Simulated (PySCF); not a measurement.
C₂H₁₀GeN₂ (SMILES C[CH2][GeH]([NH2])[NH2]), singlet, geometry from GFN2-xTB, with bond 7-2 at 2.4 times its length; CASSCF(4,4)/STO-3G run with PySCF.

Input for PySCF:
```python
from pyscf import gto, scf, mcscf
import numpy

mol = gto.M(
    atom='''
Ge   -0.38508927    0.09269134   -0.21092093
N    -0.74543404   -1.60659487    0.33775935
N    -1.74351280    1.03508380    0.55063318
C     1.47598041    0.53294968    0.36497575
C     2.54460537   -0.27658776   -0.35498355
H    -0.56391746    0.33518471   -1.70656304
H     0.70021597   -3.35255282   -0.51744986
H    -1.70355497   -1.89825351    0.20559655
H    -1.89074543    0.84054729    1.53137448
H    -1.72207629    2.03718968    0.42948294
H     1.54853852    0.36221686    1.44051574
H     1.65599022    1.59685473    0.19903091
H     2.47039186   -0.13671551   -1.43193959
H     3.54039577    0.03026508   -0.03717853
H     2.43002739   -1.33692882   -0.14097261
''',
    basis='sto-3g',
    verbose=4,
)

mf = scf.RHF(mol)
mf.kernel()
mc = mcscf.CASSCF(mf, 4, 4)
mc.fix_spin_(ss=0.0)
mc.kernel()
occ = numpy.linalg.eigvalsh(mc.fcisolver.make_rdm1(mc.ci, mc.ncas, mc.nelecas))[::-1]
ss = mc.fcisolver.spin_square(mc.ci, mc.ncas, mc.nelecas)[0]
print('natural occupations', occ.round(4), ' <S^2>', round(ss, 4))
```

The log (banner, timings and long lists left out):

```
PySCF version 2.14.0

[INPUT] verbose = 4
[INPUT] num. atoms = 15
[INPUT] num. electrons = 68
[INPUT] charge = 0
[INPUT] spin (= nelec alpha-beta = 2S) = 0
[INPUT] symmetry False subgroup None
[INPUT] Mole.unit = angstrom
[INPUT] Symbol           X                Y                Z      unit          X                Y                Z       unit  Magmom
[...]
nuclear repulsion = 393.255761685272
number of shells = 30
number of NR pGTOs = 144
number of NR cGTOs = 48
basis = sto-3g
ecp = {}

******** <class 'pyscf.scf.hf.RHF'> ********
method = RHF
initial guess = minao
damping factor = 0
level_shift factor = 0
DIIS = <class 'pyscf.scf.diis.CDIIS'>
diis_start_cycle = 1
diis_space = 8
diis_damp = 0
SCF conv_tol = 1e-09
SCF conv_tol_grad = None
SCF max_cycles = 50
direct_scf = True
direct_scf_tol = 1e-13
Set gradient conv threshold to 3.16228e-05
Initial guess from minao.
init E= -2237.17984709758
[...]
cycle= 1 E= -2239.16458321794  delta_E= -1.98  |g|= 0.746  |ddm|= 4.52
[...]
cycle= 2 E= -2239.16232536773  delta_E= 0.00226  |g|= 0.788  |ddm|= 2.85
[...]
cycle= 3 E= -2239.54896531195  delta_E= -0.387  |g|= 0.0992  |ddm|= 1.75
[...]
cycle= 4 E= -2239.5547551599  delta_E= -0.00579  |g|= 0.0291  |ddm|=  0.2
[...]
cycle= 5 E= -2239.55555369151  delta_E= -0.000799  |g|= 0.0149  |ddm|= 0.0819
[...]
cycle= 6 E= -2239.55591750286  delta_E= -0.000364  |g|= 0.00911  |ddm|= 0.0559
[...]
cycle= 7 E= -2239.55623461893  delta_E= -0.000317  |g|= 0.00665  |ddm|= 0.0734
[...]
cycle= 8 E= -2239.55641739318  delta_E= -0.000183  |g|= 0.0031  |ddm|= 0.0688
[...]
cycle= 9 E= -2239.55646447059  delta_E= -4.71e-05  |g|= 0.0011  |ddm|= 0.0484
[...]
cycle= 10 E= -2239.55646607646  delta_E= -1.61e-06  |g|= 0.000474  |ddm|= 0.00612
[...]
cycle= 11 E= -2239.55646636315  delta_E= -2.87e-07  |g|= 5.92e-05  |ddm|= 0.00371
[...]
cycle= 12 E= -2239.55646636674  delta_E= -3.59e-09  |g|= 2.11e-05  |ddm|= 0.000222
[...]
cycle= 13 E= -2239.55646636716  delta_E= -4.27e-10  |g|= 6.35e-06  |ddm|= 8.29e-05
[...]
Extra cycle  E= -2239.55646636719  delta_E= -2.82e-11  |g|= 5.52e-06  |ddm|= 1.79e-05
converged SCF energy = -2239.55646636719

******** <class 'pyscf.mcscf.mc1step.CASSCF'> ********
CAS (2e+2e, 4o), ncore = 32, nvir = 12
max_cycle_macro = 50
max_cycle_micro = 4
conv_tol = 1e-07
conv_tol_grad = None
orbital rotation max_stepsize = 0.02
orbital rotation threshold for CI restart = 0.01
augmented hessian ah_max_cycle = 30
augmented hessian ah_conv_tol = 1e-12
[...]
CASCI E = -2239.73926512154  S^2 = 0.0000000
[...]
macro iter  27 (  9 JK    2 micro), CASSCF E = -2239.77053845064  dE = -1.67432063e-07  S^2 = 0.0000000
               |grad[o]|=0.00204  |grad[c]|=0.000317  |ddm|=0.00013  |maxRot[o]|=0.000122
macro iter  28 ( 16 JK    4 micro), CASSCF E = -2239.77063744216  dE = -9.89915284e-05  S^2 = 0.0000000
               |grad[o]|=0.00204  |grad[c]|=0.00083  |ddm|=0.000263  |maxRot[o]|=0.0274
macro iter  29 (  7 JK    2 micro), CASSCF E = -2239.77065184830  dE = -1.44061369e-05  S^2 = 0.0000000
               |grad[o]|=0.00131  |grad[c]|=0.000261  |ddm|=0.000184  |maxRot[o]|=0.00526
macro iter  30 (  7 JK    2 micro), CASSCF E = -2239.77065457905  dE = -2.73074465e-06  S^2 = 0.0000000
               |grad[o]|=0.00117  |grad[c]|=0.000312  |ddm|=0.000112  |maxRot[o]|=0.00102
macro iter  31 (  7 JK    2 micro), CASSCF E = -2239.77065509328  dE = -5.14232397e-07  S^2 = 0.0000000
               |grad[o]|=0.00115  |grad[c]|=0.000322  |ddm|=0.000148  |maxRot[o]|=0.000168
macro iter  32 (  7 JK    2 micro), CASSCF E = -2239.77065519565  dE = -1.02371814e-07  S^2 = 0.0000000
               |grad[o]|=0.00114  |grad[c]|=0.000325  |ddm|=0.000154  |maxRot[o]|=5.97e-05
macro iter  33 (  7 JK    2 micro), CASSCF E = -2239.77065521618  dE = -2.05300239e-08  S^2 = 0.0000000
               |grad[o]|=0.00114  |grad[c]|=0.000326  |ddm|=0.000155  |maxRot[o]|=2.71e-05
macro iter  34 (  8 JK    2 micro), CASSCF E = -2239.77069999724  dE = -4.47810567e-05  S^2 = 0.0000000
               |grad[o]|=0.00114  |grad[c]|=0.000324  |ddm|=0.000215  |maxRot[o]|=0.027
macro iter  35 (  5 JK    2 micro), CASSCF E = -2239.77070690787  dE = -6.91063269e-06  S^2 = 0.0000000
               |grad[o]|=0.000421  |grad[c]|=9.28e-05  |ddm|=0.00011  |maxRot[o]|=0.013
macro iter  36 (  3 JK    1 micro), CASSCF E = -2239.77070714757  dE = -2.39700512e-07  S^2 = 0.0000000
               |grad[o]|=8.11e-05  |grad[c]|=3.85e-05  |ddm|=4.54e-05  |maxRot[o]|=0.00287
macro iter  37 (  1 JK    1 micro), CASSCF E = -2239.77070714757  dE = -9.09494702e-13  S^2 = 0.0000000
               |grad[o]|=1.11e-05  |grad[c]|=1.12e-06  |ddm|=6.26e-07  |maxRot[o]|=    0
1-step CASSCF converged in  37 macro (563 JK 117 micro) steps
CASSCF canonicalization
Density matrix diagonal elements [1.97740857 1.22573582 0.77312167 0.02373394]
CASSCF energy = -2239.77070714757
CASCI E = -2239.77070714757  E(CI) = -3.19559749077189  S^2 = 0.0000000
natural occupations [1.9777 1.226  0.774  0.0223]  <S^2> 0.0
```
